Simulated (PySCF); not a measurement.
# Working out the ionisation energy of Se⁺

Se⁺ [Ar] 3d10 4s2 4p3 (4S) → Se²⁺ [Ar] 3d10 4s2 4p2 (3P). Calculation: PySCF 2.14, in cc-pVTZ-PP with ECP10MDF (5s4p3d1f, 39 functions); scalar relativity through the core potential. Frozen: 3s2 3p6 3d10. Energies in hartree (1 hartree = 27.21139 eV):

```csv
part,Se⁺ (lower),Se²⁺ (upper)
UHF,-371.548045,-370.782172
CCSD correlation,-0.090183,-0.072937
(T),-0.002538,-0.001491
```

What does Hartree-Fock give?

(-370.782172) − (-371.548045) = 0.765873 hartree = 20.840 eV.

What do CCSD and CCSD(T) give?

The CCSD correlation energies differ by 0.017246 hartree = 0.469 eV and the triples by 0.001047 hartree = 0.028 eV, so CCSD gives 21.309 eV and CCSD(T) 21.337 eV.

Reference: 21.196 ± 0.01 eV (measured; NIST Atomic Spectra Database, ionization energies), between the lowest levels; spin-orbit coupling is absent from the calculation.

What remains against the reference includes basis incompleteness, the frozen core and higher excitations.
